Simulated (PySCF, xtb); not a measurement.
SiBr₄, SMILES Br[Si](Br)(Br)Br.

Coordinates come from a ωB97X-D3(BJ)/def2-SVP optimisation. The isomer is the one that the SMILES or the coordinates give; other isomers of the formula were not compared.

Calculation: IEF-PCM-ωB97X/def2-SVP run with PySCF.

The values are the electrostatic part of the solvation free energy, E(continuum) − E(gas) at the gas-phase geometry, in a cavity of scaled van der Waals radii (PySCF's table); cavitation and dispersion terms are not included. In vacuum the orbital gap is 11.71 eV. The dipole moment in vacuum is 0.00 D.

Computed values in water (ε = 78.36), chlorobenzene (ε = 5.70), 1-octanol (ε = 9.86):
| solvent | ε | ΔG(elec) (kcal/mol) | dipole (D) | gap (eV) |
|---|---|---|---|---|
| water | 78.36 | -0.8 | 0.00 | 11.74 |
| chlorobenzene | 5.70 | -0.6 | 0.00 | 11.73 |
| 1-octanol | 9.86 | -0.7 | 0.00 | 11.74 |

For comparison, GFN2-xTB/ALPB(water) (xtb, at the GFN2-xTB geometry, all terms of that model) gives -0.7 kcal/mol.
